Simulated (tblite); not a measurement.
Species: C₅H₇ClO₂.
Numbering: `[CH3:1][O:2][C@@H:3]1[CH2:4][C@@H:5]1[C:6](=[O:7])[Cl:8]` (hydrogens: H9, H10, H11 on C1; H12 on C3; H13, H14 on C4; H15 on C5)

Structure optimised with GFN2-xTB, isolated species.

Entries marked ? are missing. Bonds in one row agree within 0.01 Å.

```csv
coordinate,value
C1–O2,?
O2–C3,1.381 Å
C3–C4,?
C4–C5,1.515 Å
C5–C6,1.468 Å
C6=O7,?
C6–Cl8,1.775 Å
C3–C5,1.521 Å
"C1–H9, C1–H10",1.091 Å
C1–H11,1.096 Å
C3–H12,1.091 Å
C4–H13,1.078 Å
C4–H14,1.080 Å
C5–H15,1.080 Å
C1–O2–C3,113.3°
O2–C3–C4,120.9°
O2–C3–C5,117.6°
C4–C3–C5,60.4°
C3–C4–C5,60.8°
C4–C5–C6,116.8°
C3–C5–C4,?
C3–C5–C6,?
C5–C6–O7,129.1°
C5–C6–Cl8,?
O7–C6–Cl8,119.8°
```

Fill in the missing values.

- C1–O2 = 1.412 Å, drawn single (methoxy carbon to ether oxygen); 0.01 Å below the sum of covalent radii, 1.42 Å.
- C3–C4 = 1.492 Å, drawn single (sp3 carbon bound to oxygen to three-membered-ring carbon); 0.03 Å below the sum of covalent radii, 1.52 Å.
- C6=O7 = 1.184 Å, drawn double (acyl halide carbon to carbonyl oxygen); 0.21 Å below the sum of covalent radii, 1.39 Å.
- C3–C5–C4 = 58.9°, at the sp3 carbon next to a carbonyl, inside a 3-membered ring; the outer atoms are 1.492 Å apart.
- C3–C5–C6 = 117.2°, at the sp3 carbon next to a carbonyl; the outer atoms are 2.550 Å apart.
- C5–C6–Cl8 = 111.1°, at the acyl halide carbon; the outer atoms are 2.680 Å apart.

Radii are Cordero's, carbon taken as 0.76, 0.73 or 0.69 Å for four, three, and two or fewer neighbours.

Its GFN2-xTB frequencies are all real (lowest 36 cm⁻¹). One conformer, not necessarily the lowest (C1–O2–C3–C4 -82°, C4–C5–C6–O7 -13°).

The numbers are calculated, not measured.
